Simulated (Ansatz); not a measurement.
`Cc1cc(-c2sc(-c3sc(-c4sc(N(C)C)cc4C)cc3C)cc2C)sc1C#N`, relaxed as a singlet with RKS PBE-D4/def2-SVP in Ansatz, starting from the GFN2-xTB geometry. Force threshold 0.03 eV/Å.

Single mean-field runs in def2-SVP are fitted with def2-universal-jkfit.

Start:

```xyz
51

C     0.381   -7.585    4.537
C     0.587   -6.234    3.940
C    -0.296   -5.620    3.040
C     0.111   -4.373    2.613
C    -0.468   -3.500    1.645
S     0.191   -1.891    1.465
C    -0.841   -1.563    0.107
C    -0.748   -0.330   -0.606
S    -0.340    1.143    0.238
C    -0.349    2.051   -1.245
C    -0.025    3.431   -1.313
S     0.195    4.151   -2.902
C     0.594    5.693   -2.202
N     0.836    6.775   -3.003
C     1.346    6.545   -4.334
C     1.292    7.990   -2.370
C     0.537    5.633   -0.833
C     0.196    4.364   -0.325
C     0.119    4.078    1.137
C    -0.654    1.230   -2.306
C    -0.884   -0.110   -1.962
C    -1.184   -1.163   -2.976
C    -1.651   -2.642   -0.151
C    -1.461   -3.736    0.710
C    -2.265   -4.989    0.578
S     1.617   -3.923    3.362
C     1.679   -5.436    4.219
C     2.747   -5.746    5.056
N     3.628   -6.024    5.740
H     1.330   -8.108    4.636
H    -0.057   -7.497    5.532
H    -0.290   -8.175    3.916
H    -1.213   -6.085    2.730
H     0.826    5.701   -4.782
H     1.162    7.429   -4.944
H     2.423    6.334   -4.332
H     1.280    8.790   -3.108
H     2.307    7.893   -1.967
H     0.613    8.258   -1.562
H     0.742    6.468   -0.188
H     0.865    3.334    1.417
H     0.297    4.987    1.707
H    -0.860    3.680    1.406
H    -0.703    1.599   -3.316
H    -0.777   -0.868   -3.940
H    -2.261   -1.296   -3.092
H    -0.753   -2.119   -2.683
H    -2.394   -2.634   -0.927
H    -2.893   -5.131    1.457
H    -2.910   -4.920   -0.294
H    -1.620   -5.859    0.470
```

| step | energy (eV) | largest force component (eV/Å) | SCF passes |
| --- | --- | --- | --- |
| 1 | -70446.5688 | 3.052 | 27 |
| 2 | -70446.9700 | 0.285 | 22 |
| 3 | -70447.0084 | 0.186 | 21 |
| 4 | -70447.0231 | 0.077 | 21 |
| 5 | -70447.0292 | 0.088 | 21 |
| 6 | -70447.0366 | 0.230 | 20 |
| 7 | -70447.0412 | 0.143 | 22 |
| 8 | -70447.0483 | 0.064 | 21 |
| 9 | -70447.0529 | 0.108 | 21 |
| 10 | -70447.0550 | 0.120 | 21 |
| 11 | -70447.0580 | 0.142 | 20 |
| 12 | -70447.0615 | 0.113 | 21 |
| 13 | -70447.0649 | 0.104 | 20 |
| 14 | -70447.0654 | 0.145 | 21 |
| 15 | -70447.0677 | 0.099 | 22 |
| 16 | -70447.0689 | 0.032 | 23 |
| 17 | -70447.0698 | 0.022 | 21 |
| 18 (rejected) | -70447.0692 | 0.192 | 21 |
| 19 | -70447.0712 | 0.016 | 21 |
| 20 | -70447.0718 | 0.078 | 21 |
| 21 | -70447.0722 | 0.050 | 16 |
| 22 | -70447.0723 | 0.035 | 22 |
| 23 | -70447.0733 | 0.029 | 21 |
| 24 (rejected) | -70447.0731 | 0.071 | 21 |
| 25 | -70447.0736 | 0.016 | 22 |

Force components are those of the run's own axes.

End:

Cartesian coordinates in Å:
```
C -0.0734 -7.3331 5.0107
C 0.3278 -6.1151 4.2321
C -0.4022 -5.5811 3.1373
C 0.1590 -4.4297 2.5739
C -0.3017 -3.6220 1.4714
S 0.2808 -1.9748 1.3007
C -0.6447 -1.7152 -0.1658
C -0.5873 -0.4450 -0.8403
S 0.0272 0.9593 0.0179
C -0.1699 2.0021 -1.3800
C 0.1879 3.3931 -1.3669
S 0.0059 4.3101 -2.8675
C 0.5835 5.7827 -2.1091
N 0.6415 6.9569 -2.8199
C 0.5106 6.9260 -4.2629
C 1.2828 8.0953 -2.1936
C 0.9225 5.5516 -0.7746
C 0.6926 4.2129 -0.3473
C 0.9776 3.7460 1.0515
C -0.7057 1.2607 -2.4401
C -0.9448 -0.1073 -2.1577
C -1.4905 -1.0707 -3.1723
C -1.3601 -2.8755 -0.4826
C -1.1770 -3.9535 0.4236
C -1.8419 -5.2892 0.2498
S 1.6408 -4.0025 3.4068
C 1.4713 -5.3533 4.5097
C 2.4212 -5.5774 5.5307
N 3.2076 -5.7756 6.3852
H 0.6341 -7.5396 5.8363
H -1.0865 -7.2097 5.4473
H -0.1089 -8.2291 4.3559
H -1.3505 -6.0106 2.7938
H -0.3715 6.3158 -4.5519
H 0.3459 7.9530 -4.6412
H 1.4053 6.4979 -4.7767
H 1.1260 8.9935 -2.8200
H 2.3807 7.9507 -2.0506
H 0.8337 8.2919 -1.1980
H 1.3300 6.3232 -0.1102
H 1.7492 2.9470 1.0711
H 1.3409 4.5815 1.6800
H 0.0729 3.3237 1.5381
H -0.9174 1.7099 -3.4213
H -1.4587 -0.6316 -4.1879
H -2.5483 -1.3381 -2.9610
H -0.9133 -2.0178 -3.1878
H -2.0325 -2.9441 -1.3456
H -2.6936 -5.4216 0.9513
H -2.2425 -5.3972 -0.7765
H -1.1360 -6.1245 0.4340
```

By distances, no bond broke or formed. The bond that changes most is C28–N29, from 1.15 to 1.18 Å (atoms count from 1).

The force fell under the threshold at step 17, but the optimiser went on and released 0.004 eV more. No frequencies were taken in this run, so the end may be a saddle point.

Hardware: 2 threads of AMD EPYC 7R13 on a shared host and a share (18 GiB) of an NVIDIA H100 80GB HBM3. Wall time 1.8 min.
